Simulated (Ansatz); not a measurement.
Li₈Cl₈ (started as a model of: 1x4x4 LiCl rock-salt block) was relaxed with PBE0-D4 (def2-SVP) in Ansatz in these states: charge +1 doublet, charge -1 doublet, neutral singlet. The geometries follow in no particular order.

A:

```xyz
16

Li   -2.219    3.591    1.315
Cl   -2.279    1.506    2.221
Li   -2.888   -0.569    1.502
Cl   -3.098   -2.685    2.107
Cl   -0.759    3.412   -0.420
Li   -0.762    1.234    0.452
Cl   -1.560   -0.783   -0.494
Li   -1.449   -2.898    0.649
Li    1.448    2.898   -0.650
Cl    1.561    0.784    0.494
Li    0.763   -1.234   -0.451
Cl    0.759   -3.412    0.421
Cl    3.096    2.685   -2.109
Li    2.888    0.569   -1.503
Cl    2.280   -1.506   -2.220
Li    2.218   -3.591   -1.314
```

B:

```
atom   x (Å)   y (Å)   z (Å)
 Li1  -0.460   0.523   4.271
 Cl2   0.129   2.108   2.875
 Li3   1.819   2.480   1.357
 Cl4   2.533   3.849  -0.197
 Cl5  -0.786  -1.363   3.201
 Li6  -0.162   0.183   1.483
 Cl7   1.757   0.377   0.144
 Li8   2.128   2.131  -1.495
 Li9  -2.126  -2.133   1.495
Cl10  -1.761  -0.379  -0.144
Li11   0.158  -0.180  -1.484
Cl12   0.785   1.365  -3.201
Cl13  -2.527  -3.853   0.198
Li14  -1.819  -2.481  -1.357
Cl15  -0.131  -2.106  -2.876
Li16   0.461  -0.521  -4.272
```

C:

Cartesian coordinates in Å:
```
Li -1.017 4.163 1.997
Cl -0.272 3.931 -0.121
Li 1.620 3.071 -0.927
Cl 3.327 1.782 -1.723
Cl -1.714 2.134 2.524
Li -1.074 1.740 0.328
Cl 1.083 0.603 -0.608
Li 2.572 -0.227 -2.499
Li -2.224 -0.072 2.766
Cl -1.643 -0.482 0.018
Li -0.101 -1.630 -1.274
Cl 1.469 -2.100 -2.994
Cl -1.976 -2.151 3.317
Li -1.392 -2.955 1.392
Cl -0.025 -3.717 -0.261
Li 1.366 -4.090 -1.935
```

Question: Judge from the bond lengths which geometry belongs to which state (an estimate).

Answer: A is the charge -1 doublet (Li3–Li8 2.868 Å, Li6–Li11 3.038 Å, Cl10–Li14 2.407 Å); B is the neutral singlet (Li3–Li8 2.890 Å, Li6–Li11 3.006 Å, Cl10–Li14 2.428 Å); C is the charge +1 doublet (Li3–Li8 3.775 Å, Li6–Li11 3.856 Å, Cl10–Li14 2.840 Å).

At PBE0-D4/def2-SVP the highest occupied level of the relaxed charge -1 doublet lies above zero (up to 0.20 eV). By energy differences its removal costs 0.58 eV (each at its own geometry, to the charge 0 singlet, at PBE0-D4/def2-TZVP).
